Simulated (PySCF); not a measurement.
**Field gradients at the hydrogen positions**

Compound: C7H13ClOSi.
Cartesian coordinates in Å at the GFN2-xTB level; atoms count from 1:
```
atom  x, y, z in Å
C1     3.0301   -1.2072   -0.3070
C2     2.0413   -0.0534   -0.3929
O3     1.0099   -0.2860    0.5336
C4    -0.2034    0.4328    0.3050
C5     0.0158    1.9498    0.3252
C6    -1.1194    0.0680    1.4454
C7    -2.3052   -0.4425    1.1599
Cl8   -3.4528   -0.8578    2.3904
C9    -2.7207   -0.6711   -0.2556
Si10  -1.1574   -0.2185   -1.2493
H11    2.5244   -2.1438   -0.5252
H12    3.8388   -1.0609   -1.0177
H13    3.4416   -1.2649    0.6970
H14    2.5548    0.8943   -0.1708
H15    1.6233    0.0155   -1.4113
H16    0.5514    2.2409    1.2278
H17   -0.9489    2.4507    0.3154
H18    0.5842    2.2765   -0.5428
H19   -0.7697    0.2358    2.4509
H20   -3.5833   -0.0490   -0.4981
H21   -3.0406   -1.7048   -0.3886
H22   -1.3961    0.8238   -2.2512
H23   -0.5228   -1.4011   -1.8298
```

Level: PBE0/pcSseg-1 (PySCF, non-relativistic); Q(2H) = 0.00286 b; rigid geometry, the same for H and D, with no vibrational averaging.

Problem. Rank these positions by the coupling χzz of a deuteron there, largest first.
A. H22 (Si–H hydrogen)
B. H11 (methyl hydrogen)
C. H15 (methylene hydrogen)
D. H19 (vinylic hydrogen)

Solution. D (223 kHz), B (212 kHz), C (188 kHz), A (109 kHz).

Problem. Tabulate Vzz, the asymmetry η and χzz = 234.96 MHz × Q × Vzz for every hydrogen position.

Solution. 
```tsv
atom	bonded to	bond length (Å)	Vzz (au)	η	χzz (kHz)
H11	C1	1.087	0.3157	0.02	212
H12	C1	1.087	0.3171	0.03	213
H13	C1	1.087	0.3160	0.02	212
H14	C2	1.101	0.2823	0.05	190
H15	C2	1.103	0.2790	0.10	188
H16	C5	1.089	0.3116	0.02	209
H17	C5	1.087	0.3145	0.03	211
H18	C5	1.088	0.3144	0.02	211
H19	C6	1.078	0.3321	0.06	223
H20	C9	1.091	0.3120	0.04	210
H21	C9	1.090	0.3119	0.04	210
H22	Si10	1.465	0.1616	0.00	109
H23	Si10	1.462	0.1639	0.01	110
```

Problem. Average by the element that carries the hydrogen.

Solution. on C: 208 kHz over 11 positions, mean bond length 1.090 Å; on Si: 109 kHz over 2 positions, mean bond length 1.464 Å.

Problem. How does χzz go with the bond length over the 11 C–H bonds?

Solution. A straight-line fit has a slope of -14.7 kHz for each 0.01 Å, with a correlation coefficient of -0.99, over lengths from 1.078 to 1.103 Å. The longer bonds have the smaller couplings here.

Problem. Give the 2H NMR doublet splittings at H16 for a magnetic field along the z, y and x axes of the gradient: 3χ/2, 3χ(1 + η)/4, 3χ(1 − η)/4.

Solution. With |χ| = 209.4 kHz and η = 0.015: 314, 159 and 155 kHz, to first order and without motion.

Isolated species at its GFN2-xTB geometry (one conformer only). GFN2-xTB bond lengths can be off by several hundredths of an ångström, more for odd bonds, and the gradients follow them. The small basis limits the accuracy of the gradients.

These values come from a run that also computed NMR shieldings. The run took 74 s of wall time on Arm Neoverse V1, one thread, shared host with 64 logical CPUs at a one-minute load of 43, and the process peaked at 1.2 GiB of memory.
